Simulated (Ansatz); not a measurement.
One change: `C[CH2][In]([Cl])[CH](C)C` becomes `C[CH2][InH][CH](C)C`.

Ansatz, PBE0-D4/def2-TZVP geometries, multiplicity 1. Each molecule was computed in one conformer, which needn't be the lowest.

Elements past krypton have def2 core potentials.

```tsv
property	`C[CH2][In]([Cl])[CH](C)C`
HOMO energy (B3LYP/def2-TZVPP) / eV	-6.69
HOMO–LUMO gap (ωB97M-V/def2-TZVPP) / eV	9.14
LUMO energy (ωB97M-V/def2-TZVPP) / eV	0.17
HOMO energy (PBE0/def2-TZVPP) / eV	-6.89
LUMO energy (PBE0/def2-TZVPP) / eV	-1.24
size of the dipole moment (PBE/def2-TZVPP) / D	3.68
```

(1) Give the same properties after the change, and the shifts. (Best estimate.)

## Answers

(1) Computed: 
```csv
property,`C[CH2][InH][CH](C)C`,shift
HOMO energy (B3LYP/def2-TZVPP) / eV,-6.22,0.47
HOMO–LUMO gap (ωB97M-V/def2-TZVPP) / eV,8.62,-0.52
LUMO energy (ωB97M-V/def2-TZVPP) / eV,0.09,-0.08
HOMO energy (PBE0/def2-TZVPP) / eV,-6.40,0.49
LUMO energy (PBE0/def2-TZVPP) / eV,-1.27,-0.03
size of the dipole moment (PBE/def2-TZVPP) / D,0.78,-2.90
```

Dipoles are sizes alone; their direction can turn.

B3LYP here is the variant with VWN-RPA as its local correlation; programs differ in this.
